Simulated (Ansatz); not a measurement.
Stepwise reaction of `[Cl][GeH2][NH][SiH](Cl)Cl` with hydrogen, as a gas-phase model of exchange steps in deposition or etching. ΔE in kJ/mol.

Isolated molecules relaxed with PBE0-D4/def2-TZVP in Ansatz; ΔE leaves out vibrations. CCSD(T)/CBS adds triple-zeta CCSD(T) − MP2 to the extrapolated MP2 energy (def2 sets, frozen cores). This one scheme is used for every species. Functionals use def2-TZVPP. B3LYP here is the variant with VWN-RPA as its local correlation; programs differ in this. For Ge outer-core shells are correlated without core-valence functions, which leaves a few kJ/mol of doubt a bond. Scalar relativity is left out up to krypton. Each species was taken in one conformer, which may not be the lowest.

```tsv
step	reaction	PBE-D4	B3LYP-D4	ωB97M-V	CCSD(T)/CBS
1	`[Cl][GeH2][NH][SiH](Cl)Cl` + H₂ → `Cl[SiH2][NH][GeH2][Cl]` + HCl	83.5	82.7	84.7	83.0
3	`Cl[SiH2][NH][GeH3]` + H₂ → `[SiH3][NH][GeH3]` + HCl	96.8	95.6	97.1	96.7
```

Problem. Give the row of step 2, `Cl[SiH2][NH][GeH2][Cl]` + H₂ → `Cl[SiH2][NH][GeH3]` + HCl. (An estimate is asked.)

Solution. Computed: 
| step | reaction | PBE-D4 | B3LYP-D4 | ωB97M-V | CCSD(T)/CBS |
| --- | --- | --- | --- | --- | --- |
| 2 | `Cl[SiH2][NH][GeH2][Cl]` + H₂ → `Cl[SiH2][NH][GeH3]` + HCl | 64.9 | 65.7 | 64.6 | 63.6 |

Problem. By hand: ΔE of the 3 steps together at CCSD(T)/CBS.

Solution. (83.0) + (63.6) + (96.7) = 243.3 kJ/mol, or 81.1 kJ/mol a step.

In ΔE step 2 is the lowest and step 3 the highest. All are uphill at CCSD(T)/CBS. PBE-D4 differs from CCSD(T)/CBS by 0.1 to 1.3 kJ/mol a step. Isolated molecules leave out the surface, adducts and barriers. Largest T1 diagnostic: 0.011.
